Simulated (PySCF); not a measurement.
Atomic charges by several schemes

C6H8NP.
Geometry (GFN2-xTB, Å), atoms numbered from 1 in this order:
```
atom  x, y, z in Å
C1     2.3965   -0.6604    0.4707
C2     1.1526    0.0823    0.0776
C3     1.2581    1.3820   -0.3943
P4    -0.0896    2.3538   -0.8795
C5    -1.3573    1.2147   -0.5774
C6    -1.1544   -0.0657   -0.0851
C7    -2.3358   -0.9650    0.1357
N8     0.0218   -0.5921    0.2208
H9     3.0746   -0.7392   -0.3775
H10    2.9147   -0.1334    1.2702
H11    2.1293   -1.6562    0.8110
H12    2.2449    1.8219   -0.4652
H13   -2.3725    1.5268   -0.7882
H14   -1.9939   -1.9209    0.5207
H15   -3.0257   -0.5158    0.8481
H16   -2.8710   -1.1239   -0.7991
```

Density: PBE0/pcSseg-1 (PySCF); schemes: Mulliken, IAO, Hirshfeld and ESP-fitted. Geometry: GFN2-xTB; no solvent, vibrations or thermal averaging.

Atoms with like bonding are taken together and averaged. At which atom do the 4 schemes differ most?

At P4: from -0.063 (ESP-fitted) to +0.513 e (Mulliken), 0.576 e apart.

Which atoms carry the highest charge in the Mulliken, IAO, Hirshfeld and ESP-fitted schemes?

The schemes don't all agree: Mulliken P4 (+0.513); IAO P4 (+0.425); Hirshfeld P4 (+0.118); ESP-fitted C2/C6 (+0.492).

Give the atomic charges in each scheme.

In e; atoms taken as equivalent share a row and are averaged (×n: the atom named and its like, n in all):

| atom | environment | Mulliken | IAO | Hirshfeld | ESP-fitted |
| --- | --- | --- | --- | --- | --- |
| C1/C7 | benzylic-type carbon | -0.170 | -0.436 | -0.122 | -0.433 |
| C2/C6 | substituted aromatic carbon | +0.014 | +0.168 | +0.077 | +0.492 |
| C3/C5 | aromatic CH carbon | -0.395 | -0.429 | -0.124 | -0.239 |
| P4 | phosphorus bonded to 2 C | +0.513 | +0.425 | +0.118 | -0.063 |
| N8 | pyridine-type nitrogen | -0.440 | -0.303 | -0.150 | -0.585 |
| H9 (×6) | methyl hydrogen | +0.132 | +0.158 | +0.047 | +0.120 |
| H12/H13 | aromatic hydrogen | +0.118 | +0.162 | +0.045 | +0.145 |

Mean size of the charges over all atoms: IAO 0.254 e, ESP-fitted 0.249 e, Mulliken 0.196 e, Hirshfeld 0.081 e. Each set sums to the total charge, 0, to within 0.001 e. The Mulliken scheme gives each basis function's population to the atom it is centred on and halves the overlap population of two atoms between them. The IAO scheme counts the electrons in orthogonalised intrinsic atomic orbitals, a minimal basis polarised so that it spans the occupied orbitals exactly.

Sum the charges by element, for elements with more than one atom.

```tsv
element	atoms	Mulliken	IAO	Hirshfeld	ESP-fitted
C	6	-1.102	-1.395	-0.341	-0.361
H	8	+1.028	+1.272	+0.373	+1.008
```

How closely do the schemes follow one another over all atoms?

Correlation coefficient and root-mean-square difference: IAO with Hirshfeld 0.98, 0.197 e; Mulliken with Hirshfeld 0.91, 0.168 e; Mulliken with IAO 0.91, 0.119 e; Hirshfeld with ESP-fitted 0.86, 0.229 e; IAO with ESP-fitted 0.78, 0.195 e; Mulliken with ESP-fitted 0.60, 0.250 e.

How many electrons does the Mulliken scheme count on C1?

Its own charge is -0.170 e, so Z − q = 6.170.
